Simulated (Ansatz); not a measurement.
Mulliken charges of `F[Si]1(F)C=C1` from PBE/def2-TZVPP in Ansatz (PBE0-D4/def2-TZVP geometry).

```tsv
atom	x (Å)	y (Å)	z (Å)	charge (e)
F1	0.680	-1.298	1.687	-0.268
Si2	0.097	-0.829	0.295	0.654
F3	-0.290	-2.180	-0.429	-0.268
C4	-0.690	0.718	0.010	-0.174
C5	0.557	0.653	-0.534	-0.174
H6	-1.439	1.502	0.026	0.115
H7	1.145	1.366	-1.101	0.115
```

Q: By hand: the dipole of these point charges (1 e Å = 4.8032 D).

A: Σ q r = (-0.052, 0.481, -0.177) e Å, of length 0.515 e Å = 2.47 D.

Q: How does the dipole of the full density compare? (Best estimate.)

A: Ansatz gave: (-0.041, 0.380, -0.140) e Å, 1.96 D; the point charges give 1.26 times that, at 0° from its direction.

Point charges leave out the atoms' own dipoles, such as those of lone pairs, and Mulliken's split depends on the basis, so the two needn't agree.
